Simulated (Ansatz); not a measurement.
Consider the redistribution: `OBC[SiH3]` + `CB[SiH2][SiH2][AlH2]` → `[AlH2][SiH2]BC[SiH3]` + `CB[SiH2]O`.

Gas-phase electronic energies from Ansatz, PBE0-D4/def2-TZVP geometries. CBS: MP2 limit from def2 TZ/QZ plus the TZ coupled-cluster correction, frozen cores. Functionals use def2-TZVPP. One conformer a species, not always the lowest.

`OBC[SiH3]`:

```xyz
11

O     0.036   -2.001   -0.928
B    -0.713   -0.961   -0.481
C    -0.169    0.483   -0.647
Si    0.672    1.069    0.929
H    -0.364   -2.856   -0.753
H    -1.764   -1.184    0.064
H    -0.980    1.195   -0.835
H     0.568    0.556   -1.453
H     1.134    2.475    0.781
H    -0.269    1.008    2.080
H     1.849    0.216    1.244
```

`CB[SiH2][SiH2][AlH2]`:

Cartesian coordinates in Å:
```
C 1.330 0.191 -1.166
B -0.002 0.964 -1.429
Si -1.707 0.191 -0.720
Si -1.192 -0.017 1.566
Al 1.062 -0.982 1.571
H 1.221 -0.856 -0.838
H 1.896 0.760 -0.411
H 1.996 0.178 -2.036
H 0.078 2.042 -1.946
H -2.971 0.922 -1.006
H -1.831 -1.212 -1.222
H -2.213 -0.878 2.233
H -1.248 1.332 2.201
H 1.262 -2.506 1.166
H 2.320 -0.130 2.036
```

`[AlH2][SiH2]BC[SiH3]`:

Cartesian coordinates in Å:
```
Al 1.823 1.602 2.268
Si 1.012 -0.494 1.271
B 0.536 0.054 -0.588
C -0.888 0.463 -0.995
Si -1.695 -1.130 -1.640
H 3.374 1.938 2.355
H 0.776 2.677 2.795
H 2.082 -1.531 1.344
H -0.168 -0.957 2.064
H 1.406 0.079 -1.415
H -0.948 1.165 -1.833
H -1.546 0.784 -0.182
H -1.851 -2.115 -0.539
H -3.036 -0.795 -2.186
H -0.878 -1.741 -2.720
```

`CB[SiH2]O`:

Cartesian coordinates in Å:
```
C 0.949 -1.305 -0.493
B 0.034 -0.712 0.612
Si -0.769 1.135 0.579
O -0.239 2.123 -0.645
H 1.437 -0.582 -1.149
H 0.255 -1.889 -1.124
H 1.679 -2.032 -0.129
H -0.282 -1.420 1.532
H -0.428 1.866 1.830
H -2.260 0.996 0.533
H -0.376 1.821 -1.543
```

```tsv
level	ΔE (kJ/mol)	difference from CCSD(T)/CBS
PBE-D4	98.8	10.7
PBE0-D4	97.9	9.8
ωB97X-V	90.1	2.0
ωB97M-V	91.8	3.7
B2PLYP	83.1	-5.0
PBE	94.4	6.3
r2SCAN	91.7	3.6
HF/def2-TZVPP	68.6	-19.5
MP2/def2-TZVPP	88.7	0.6
SCS-MP2/def2-TZVPP	82.6	-5.5
CCSD/def2-TZVPP	85.5	-2.6
CCSD(T)/def2-TZVPP	89.5	1.4
HF/def2-QZVPP	67.5	-20.6
MP2/def2-QZVPP	87.5	-0.6
MP2/CBS(def2)	87.3	-0.8
CCSD/CBS(def2)	84.1	-4.0
CCSD(T)/CBS	88.1	0
```

Largest T1 diagnostic among the species: 0.014.

In def2-TZVPP, CCSD(T) changes the Hartree–Fock value by +20.9 kJ/mol (the triples alone add +3.9 kJ/mol) and MP2 by +20.1 kJ/mol. The D4 term adds +7.4 kJ/mol with B3LYP and +3.8 kJ/mol with PBE0; it sums over pairs of atoms, weighted by their polarisabilities, and B3LYP, whose exchange is more repulsive, gets the larger term.

B3LYP here is the variant with VWN-RPA as its local correlation; programs differ in this.
